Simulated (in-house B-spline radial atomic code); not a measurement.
Ba⁺. Computed with a B-spline radial atomic code. Model: non-relativistic spherical atom: semilocal Troullier-Martins pseudo-atom, one channel per l, against all electrons, high spin, G0W0 and RPA with empty states to l = 8, local potential for every l without a channel, a model core (radius 0 = none) keeps its share of the functional.

Without relativity these are model numbers for so heavy an element.

What the tables leave out is listed at the end.

The pseudopotential gives back the lowest level of each angular momentum of its own functional in the configuration it was made in; a second state of the same l is only approximately right. Exact exchange, RPA and GW see the smooth pseudo-orbitals and miss the exchange with the core, for which the functional's share stands in. The column with an uncorrelated core keeps all orbitals and exact exchange, and so separates missing core correlation from pseudisation. Only the three outermost levels and the lowest empty one were computed. RPA here is direct RPA, with no exchange kernel, and its energies carry an (l + 1/2)⁻⁴ tail. A hybrid on a potential with a model core restores only its own semilocal share of the core's exchange.

Command:
```bash
python run_psgw.py task.json out
```
Settings (lengths in bohr, energies in hartree):
```
Z                      56
electrons              55
configuration          [Xe] 6s1
generated_in           [Xe] 6s2
functional             pbe,pbe
core_shells            8
radius_factor          1.15
core_correction        False
ion_configuration      [Kr] 4d10 5s2 5p6
```

Cost of the run: 70 s on 1 thread of Intel(R) Xeon(R) Platinum 8259CL CPU @ 2.50GHz (Skylake/Cascade Lake), with other jobs on the host.

Given: made with PBE; model core radius 0 bohr; local radius 0.971 bohr; mean-field start PBE0.

Valence shells of the generating configuration: 4d, 5s, 5p, 6s.

Channel: s 1.776, p 1.93, d 0.802 (radii in bohr).

Computed: largest level miss in the spin-unpolarised generating configuration 0.033 eV; valence RPA correlation energy all-electron orbitals -1.1322 hartree; all-electron RPA polarisability, core included 76.441 bohr³; pseudo-atom RPA polarisability 74.957 bohr³; ionisation by mean-field all-electron 9.6691 eV; ionisation by RPA all-electron 10.064 eV; ionisation by RPA pseudo minus all 0.101 eV.

```tsv
level	occupied	mean-field all-electron (eV)	mean-field pseudo minus all (eV)	G0W0 all-electron (eV)	G0W0 uncorrelated core minus all (eV)	G0W0 pseudo minus all (eV)	exchange self-energy all-electron (eV)	exchange self-energy pseudo (eV)
6s up	1	-8.0861	-0.065	-10.093	0.01	-0.139	-6.9161	-6.7299
```

Task: What is the ionisation by mean-field pseudo minus all?

Result: 0.081 eV.

Task: What is the valence RPA correlation energy pseudo?

Result: -1.386 hartree.

Given: mean-field start Hartree-Fock.

Computed: valence RPA correlation energy all-electron orbitals -0.98171 hartree; valence RPA correlation energy pseudo -1.2378 hartree; all-electron RPA polarisability, core included 58.903 bohr³; pseudo-atom RPA polarisability 57.806 bohr³; ionisation by mean-field pseudo minus all 0.08 eV; ionisation by RPA pseudo minus all 0.092 eV.

```tsv
level	occupied	mean-field all-electron (eV)	mean-field pseudo minus all (eV)	G0W0 all-electron (eV)	G0W0 uncorrelated core minus all (eV)	G0W0 pseudo minus all (eV)	exchange self-energy all-electron (eV)	exchange self-energy pseudo (eV)
6s up	1	-9.0931	-0.078	-9.9185	0.009	-0.06	-6.4361	-6.287
5p down	?	?	?	?	?	?	?	?
5p up	1	-29.811	-0.894	-30.344	0.027	-0.318	-22.751	-22.256
6s down (empty)	0	-4.0156	-0.043	-4.9311	0.006	-0.03	-0.79601	-0.67179
```

Task: What belongs in the row 5p down?

Result: occupied: 1; mean-field all-electron (eV): -29.717; mean-field pseudo minus all (eV): -0.883; G0W0 all-electron (eV): -30.267; G0W0 uncorrelated core minus all (eV): 0.027; G0W0 pseudo minus all (eV): -0.308; exchange self-energy all-electron (eV): -22.748; exchange self-energy pseudo (eV): -22.22.

Task: What is the ionisation by RPA all-electron?

Result: 9.7711 eV.

Task: What is the ionisation by mean-field all-electron?

Result: 9.0663 eV.

Among the listed levels the largest G0W0 shift of the pseudo-atom is -0.32 eV, for 5p up on the Hartree-Fock start, while leaving the core uncorrelated moves that level by +0.03 eV. So pseudisation and the lost core exchange, not the missing core correlation, make the error. Not in the tables (levels of low weight, unsolved or above zero; the highest and the empty levels are kept at any weight): the PBE start was refused, since an empty level lay at or below an occupied one; on PBE0 the G0W0 levels 5p down (pseudo minus all -0.58 eV, weights 0.74 and 0.78), 5p up (pseudo minus all -0.58 eV, weights 0.72 and 0.76), 5d up (pseudo minus all +0.30 eV, weights 0.59 and 0.62).
